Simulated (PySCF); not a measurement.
Below is a simulated gas-phase C 1s photoelectron spectrum of `[CH3][Ge]([CH3])([CH3])[C](F)(F)F` (Ge(CF3)Me3).

Every computed line was given a Gaussian of 0.6 eV full width at half maximum and an area set by the number of equivalent atoms; the highest printed point is 100. Computed, not measured: PySCF 2.14.0, delta-SCF UKS SCAN, pcX-2 on the ionised atom, pcseg-1 elsewhere, spin-free X2C.

(binding energy (eV), intensity): (289.6, 1), (289.8, 9), (290.0, 38), (290.2, 84), (290.4, 100), (290.6, 64), (290.8, 22), (291.0, 4), (291.2, 0), (291.4, 0), (291.6, 0), (291.8, 0), (292.0, 0), (292.2, 0), (292.4, 0), (292.6, 0), (292.8, 0), (293.0, 0), (293.2, 0), (293.4, 0), (293.6, 0), (293.8, 0), (294.0, 0), (294.2, 0), (294.4, 0), (294.6, 0), (294.8, 0), (295.0, 0), (295.2, 0), (295.4, 0), (295.6, 0), (295.8, 0), (296.0, 0), (296.2, 2), (296.4, 10), (296.6, 25), (296.8, 34), (297.0, 25), (297.2, 10), (297.4, 2), (297.6, 0)

Question: Count the maxima, the lines and the sites behind this envelope.

Answer: The curve has 2 maxima (at 290.4 and 296.8 eV). Under it lie 2 lines from 2 inequivalent carbon sites.

Question: Decompose the envelope and assign each component. Bonds: Ge1–C2, Ge1–C6, Ge1–C10, Ge1–C14, C2–F3, C2–F4, C2–F5. Hydrogens: H7, H8, H9 on C6; H11, H12, H13 on C10; H15, H16, H17 on C14.

Answer: 
| position (eV) | relative area | line | atoms | environment |
| --- | --- | --- | --- | --- |
| 290.36 | 3 | C 1s | C6/C10/C14 | carbon bonded to Ge and 3 H |
| 296.80 | 1 | C 1s | C2 | carbon bonded to 3 F and Ge |

Question: What are the centre and the root-mean-square width of the whole band?

Answer: The area-weighted mean of the lines is 291.97 eV. Their own spread about it is 2.79 eV (rms) and each Gaussian has σ = 0.6/2.355 = 0.25 eV; the variances add, which gives 2.80 eV.

The listed C 1s values span 6.44 eV, from C6/C10/C14 (bonded to 3 H and Ge) to C2 (bonded to 3 F and Ge).

The curve has no shake-up lines and no vibrational structure. Atoms equivalent by their bonding share one computed value, that of the first of them. Geometry: PBE0-D3(BJ)/def2-SVP; no solvent, vibrations or thermal averaging.
